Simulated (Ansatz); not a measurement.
The same molecule with X = B, Al, Ga, In. Ansatz, PBE0-D4/def2-TZVP geometries, multiplicity 1.

Elements past krypton have def2 core potentials. Scalar relativity is left out up to krypton.

| X | molecule | mean X–F bond length / Å | mean X–H bond length / Å | HOMO energy (B3LYP/def2-TZVPP) / eV | HOMO–LUMO gap (B3LYP/def2-TZVPP) / eV | LUMO energy (B3LYP/def2-TZVPP) / eV |
| --- | --- | --- | --- | --- | --- | --- |
| B | `BF` | 1.317 | 1.197 | -9.14 | 7.69 | -1.45 |
| Al | `[F][AlH2]` | 1.650 | 1.576 | -8.62 | 7.00 | -1.62 |
| Ga | `[F][GaH2]` | 1.759 | 1.555 | -8.78 | 6.84 | -1.94 |

Question: Give the row for X = In, `[F][InH2]`. (Estimate.)

Answer: Computed: 
```
 X     molecule  mean X–F bond length / Å  mean X–H bond length / Å  HOMO energy (B3LYP/def2-TZVPP) / eV  HOMO–LUMO gap (B3LYP/def2-TZVPP) / eV  LUMO energy (B3LYP/def2-TZVPP) / eV
In  `[F][InH2]`                     1.961                     1.702                                -8.55                                   6.40                                -2.15
```

From B to In the mean X–F bond length rises at each step, by 0.644 Å in all; the mean X–H bond length isn't monotonic: highest at In, lowest at B; the HOMO energy (B3LYP/def2-TZVPP) isn't monotonic: highest at In, lowest at B; the HOMO–LUMO gap (B3LYP/def2-TZVPP) falls at each step, by 1.29 eV in all; the LUMO energy (B3LYP/def2-TZVPP) falls at each step, by 0.70 eV in all. Bonds lengthen as the atom grows down the group.

B3LYP here is the variant with VWN-RPA as its local correlation; programs differ in this.
